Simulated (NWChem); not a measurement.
# BSiH5O; SMILES B(O)[SiH3]

```xyz
8

B     -0.5737    -0.7688    -0.0016
H     -1.7605    -1.0192    -0.0090
O      0.2380    -1.8444     0.0020
H      1.1773    -1.6281     0.0090
Si     0.0930     1.1580     0.0003
H     -0.4412     1.9085     1.1819
H     -0.3610     1.8773    -1.2335
H      1.5935     1.2340     0.0476
```
Atoms are numbered in this order, from 1.

Results from NWChem. The geometry was optimised at PBE0/def2-SVP. Vzz is the largest principal value of the second derivative of the potential at the nucleus (NWChem prints the opposite sign); η is the asymmetry. Non-relativistic.

Problem. Predict the results for CAM-B3LYP/cc-pVTZ. Quantities: Vzz B1 (a.u.); η B1; Vzz O3 (a.u.); η O3.

Solution. 
| Property | Result |
|---|---|
| Vzz B1 (a.u.) | 0.466 |
| η B1 | 0.26 |
| Vzz O3 (a.u.) | 1.142 |
| η O3 | 0.33 |
